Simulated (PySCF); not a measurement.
**Working out the ionisation energy of P⁺**

P⁺ [Ne] 3s2 3p2 (3P) → P²⁺ [Ne] 3s2 3p1 (2P). Calculation: PySCF 2.14, in dyall-acv3z; the spin-free X2C one-electron Hamiltonian (Gaussian nucleus). Frozen: 1s2; the 18 highest virtual orbitals dropped. Energies in hartree (1 hartree = 27.21139 eV):

```json
{"part": "UHF", "P⁺ (lower)": "-341.173370", "P²⁺ (upper)": "-340.469368"}
{"part": "MP2 opposite-spin", "P⁺ (lower)": "-0.272435", "P²⁺ (upper)": "-0.262625"}
{"part": "MP2 same-spin", "P⁺ (lower)": "-0.094106", "P²⁺ (upper)": "-0.085915"}
```

Q: What does Hartree-Fock give?

A: (-340.469368) − (-341.173370) = 0.704002 hartree = 19.157 eV.

Q: What do MP2 and SCS-MP2 (6/5 opposite-spin, 1/3 same-spin) give?

A: The opposite-spin parts differ by 0.267 eV and the same-spin parts by 0.223 eV. MP2: 19.157 + (0.267) + (0.223) = 19.647 eV. SCS-MP2: 19.157 + 1.2 × (0.267) + (0.223)/3 = 19.552 eV.

A first-order spin-orbit estimate adds -0.007 eV to MP2 (valence and next inner shell), giving 19.640 eV against 19.769 eV (semi-empirical (NIST evaluation); NIST Atomic Spectra Database, ionization energies).

What remains against the reference includes basis incompleteness, the frozen core and correlation beyond second order.
